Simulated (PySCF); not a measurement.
Structure from 2D NMR

Compound of formula C5H6ClN. Correlations simulated from computed shifts and the bond graph:

HSQC (one-bond C–H):
```
  δH     δC
6.55  163.8
5.36  105.2
5.07   60.7
1.62   26.6
```

COSY cross peaks (H two or three bonds apart, from the bond graph; peaks can be absent where the dihedral angle is near 90°):
```
  δH    δH
6.55  5.36
6.55  5.07
5.07  1.62
```

HMBC (two and three bonds, from the bond graph):
```
  δH                        δC
6.55  119.7, 105.2, 60.7, 26.6
5.36        163.8, 119.7, 60.7
5.07        163.8, 105.2, 26.6
1.62               163.8, 60.7
```

Carbons without hydrogens: δ 119.7.

One computed conformer, non-relativistic Hamiltonian, no solvent model, equivalent nuclei averaged. GFN2-xTB structure; GIAO PBE0/pcSseg-1 shieldings; PySCF 2.14.0 with density-fitted response routines.

Shifts are taken against calculated references (same method and geometry level): $^{1}$H (31.72 ppm) and $^{13}$C (186.93 ppm) against TMS.

Exchangeable hydrogens are left out of these lists.

Which molecule is this?

Results:

`C[C@@H](Cl)/C=C\C#N`.

Structure with atom numbers: `[CH3:1][C@@H:2]([Cl:3])/[CH:4]=[CH:5]\[C:6]#[N:7]` (H(Xn): hydrogen on atom n).

- δC 163.8 is C4, an alkene CH (δH 6.55).
- δC 119.7 is C6, a nitrile carbon.
- δC 105.2 is C5, an alkene CH (δH 5.36).
- δC 60.7 is C2, an allylic sp3 CH bonded to Cl (δH 5.07).
- δC 26.6 is C1, a methyl carbon (δH 1.62).
- HMBC from δH 6.55 reaches the proton-free carbon C6.
- HMBC from δH 5.36 reaches the proton-free carbon C6.
- COSY links 6.55–5.36, 6.55–5.07, 5.07–1.62.

The shifts were computed for this structure.

Carbons that carry Cl, above all several Cl atoms, come out too deshielded, partly because spin–orbit coupling is missing. Shifts are as computed. Against solution values, carbons near 30 ppm lie about +3 ppm off and those near 130 ppm about +5 ppm; carbons on Cl a further +6 ppm. Of 1211 compounds with measured shifts, 218 miss one by over three times the rms of a fit or turn the order of signals round; such compounds aren't used in these exercises.
